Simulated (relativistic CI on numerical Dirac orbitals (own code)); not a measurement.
How well does a small relativistic CI reproduce Se⁺?

Method of calculation: Dirac-Coulomb-Breit CI, KLI orbitals optimised for each configuration, QED by a radiative potential, valence Slater integrals scaled by 0.85, P86 correlation energy added to each configuration (own radial code, finite nucleus).

CI space (outside the closed core [Ar] 3d10): 4s2.4p3, 4s.4p4, 4s2.4p2.5s, 4s2.4p2.5p, 4s2.4p2.5d, 4s2.4p2.4d, 4p5, 4s2.4p.4d2, 4s.4p3.4d, 4s2.4p2.6s, 4s2.4p2.6p, 4s2.4p2.4f, 4s2.4p2.7s, 4s2.4p2.6d, 4s2.4p2.7p, 4s2.4p2.5f, 4s2.4p2.5g, 4s2.4p2.7d. Levels of other configurations are missing.

```
Configuration  Term (tabulated)    J  Measured (cm⁻¹)  Computed  Error  Purity (%)
      4s2.4p3               4S°  3/2              0.0         0      0          97
      4s2.4p3               2D°  3/2          13168.2     14101    933          91
      4s2.4p3               2D°  5/2          13784.4     14792   1007          98
      4s2.4p3               2P°  1/2          23038.3     22285   -754          97
      4s2.4p3               2P°  3/2          23894.8     23168   -727          89
       4s.4p4                4P  5/2          83876.7     86971   3094          81
       4s.4p4                4P  3/2          85579.5     88628   3049          81
       4s.4p4                4P  1/2          86437.7     89475   3038          81
   4s2.4p2.5s                4P  1/2          95270.0    101427   6157          94
   4s2.4p2.5s                4P  3/2          96753.3    102881   6128          95
   4s2.4p2.5s                4P  5/2          98674.4    104842   6167          95
   4s2.4p2.5p               4D°  1/2         114299.0    119746   5447          66
   4s2.4p2.5p               4D°  3/2         114711.7    119994   5282          83
   4s2.4p2.5p               4D°  5/2         116068.1    121332   5264          87
   4s2.4p2.5p               4D°  7/2         117798.7    123122   5323          97
   4s2.4p2.5d                4F  9/2         141710.1    146790   5080          94
```

Measured levels from NIST Handbook of Basic Atomic Spectroscopic Data (Sansonetti and Martin, J. Phys. Chem. Ref. Data 34, 1559 (2005)); pairs were made by configuration, J and term (by order where the table uses no LS term), so strongly mixed levels may be paired wrongly.

Mean error by configuration (cm⁻¹): 4s2.4p3 115; 4s.4p4 3060; 4s2.4p2.5s 6151; 4s2.4p2.5p 5329; 4s2.4p2.5d 5080. Over the excited levels the mean absolute error is 3830 cm⁻¹ (15 of the 15 excited levels that our extract of the source holds in range could be paired), and the median relative error of those above 1,000 cm⁻¹ is 4.5 %.

Transition probabilities of persistent lines. The last column rescales the computed rate by the cube of measured over computed energy:

```
λ measured (Å)            Lower              Upper  A tabulated (s⁻¹)  A computed  A rescaled
1013.40 vacuum  4s2.4p3 4S°_3/2  4s2.4p2.5s 4P_5/2           1.14e+09    1.04e+09    8.66e+08
1033.56 vacuum  4s2.4p3 4S°_3/2  4s2.4p2.5s 4P_3/2           1.03e+09    9.98e+08    8.30e+08
1049.65 vacuum  4s2.4p3 4S°_3/2  4s2.4p2.5s 4P_1/2           9.96e+08    9.93e+08    8.23e+08
```
